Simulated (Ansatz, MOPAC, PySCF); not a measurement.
Torsion H3–Al1–S2–H5 in AlH3S (SMILES [AlH2][SH]); at each angle all else is relaxed with GFN2-xTB, and the levels are single points there.
Geometry at 0° (charge 0, multiplicity 1):
```xyz
5

Al    -0.59956    -0.04183     0.07041
S      1.49659    -0.53481     0.42245
H     -1.57913    -1.20255    -0.18235
H     -1.18095     1.38012     0.05419
H      1.18338    -1.82511     0.28332
```

On the grid 0° to 330°, 270° is the highest and 0° the lowest point at wB97M-V/def2-TZVPP.

Rows in 6-311+G**, 6-31G*, LANL2DZ carry no dispersion term and start afresh at each structure (6-31G* with six Cartesian d functions). MP2/6-31G* freezes PySCF's default core. LANL2DZ brings its own core potentials from Na on. The state that AM1 reach isn't checked.

Codes used: Ansatz (Gaussian basis) for Hartree–Fock, density functionals and correlated methods; MOPAC for AM1 (differences of heats of formation); PySCF for 6-311+G** rows, 6-31G* rows, LANL2DZ rows, the dispersion terms. 

| level | energy at 270° less that at 0° (kJ/mol) |
|---|---|
| AM1 | 42.6 |
| HF/cc-pV(Q+d)Z | 25.2 |
| PBE-D3(BJ)/def2-TZVPP | 29.9 |
| BLYP-D4/def2-TZVPP | 29.8 |
| BP86/6-31G* | 32.8 |
| B3LYP/6-311+G** | 29.1 |
| B3LYP/LANL2DZ | 32.7 |
| PBE0-D4/def2-TZVPP | 28.1 |
| MP2/6-31G* | ___ |

Task: What belongs in the gaps?

Result: 
- MP2/6-31G*, energy at 270° less that at 0° (kJ/mol): 31.6

Ansatz is a first-principles code.
